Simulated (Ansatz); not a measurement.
Born–Oppenheimer molecular dynamics of Cl$_{2}$FH$_{3}$MgO (8 atoms, charge 0, multiplicity 1). It starts from a rough guess of a transition structure, not a stationary point.

Method: UKS PBE/STO-3G in Ansatz.

* ensemble: NVE (velocity Verlet)
* time step: 0.5 fs
* steps asked: 150
* starting velocities drawn for: 300 K
* seed: 767198

First frame:

```xyz
8
Properties=species:S:1:pos:R:3
Mg -0.312 -1.113 -0.499
Cl 2.171 0.205 -0.900
Cl -0.721 -3.099 -1.159
H -0.366 0.430 1.047
F -0.236 -0.515 1.771
H 0.711 1.010 -0.368
O -0.516 1.081 -0.039
H -0.731 2.001 0.146
```

Question: How far do the bonds stretch over the last three quarters of this one trajectory? (Pairs bonded in most of those frames.)

Answer: 
```json
{"bond": "Mg1–Cl2", "mean (Å)": "2.218", "spread (Å)": "0.191", "shortest": "1.95", "longest": "2.59"}
{"bond": "Mg1–Cl3", "mean (Å)": "2.138", "spread (Å)": "0.138", "shortest": "1.94", "longest": "2.36"}
{"bond": "Mg1–F5", "mean (Å)": "1.902", "spread (Å)": "0.214", "shortest": "1.62", "longest": "2.22"}
{"bond": "Mg1–O7", "mean (Å)": "2.255", "spread (Å)": "0.209", "shortest": "1.90", "longest": "2.46"}
{"bond": "H4–F5", "mean (Å)": "1.063", "spread (Å)": "0.037", "shortest": "1.02", "longest": "1.17"}
{"bond": "H6–O7", "mean (Å)": "1.072", "spread (Å)": "0.040", "shortest": "1.00", "longest": "1.17"}
{"bond": "O7–H8", "mean (Å)": "1.030", "spread (Å)": "0.052", "shortest": "0.95", "longest": "1.11"}
```

Mean temperature of the second half: 2264 K. The conserved energy stayed within 0.8 meV per atom of its start (net change -0.57 meV per atom), so the integration is sound. The system heated up, since it started high on the potential surface and ran downhill. A run of 0.075 ps of so small a system gives no equilibrium averages. The orbitals stay closed-shell, which can raise the energy where a bond breaks towards radicals; this wasn't checked here. Limits of this set-up: minimal basis.

Run time: 23 min on 1 CPU thread of a shared host.
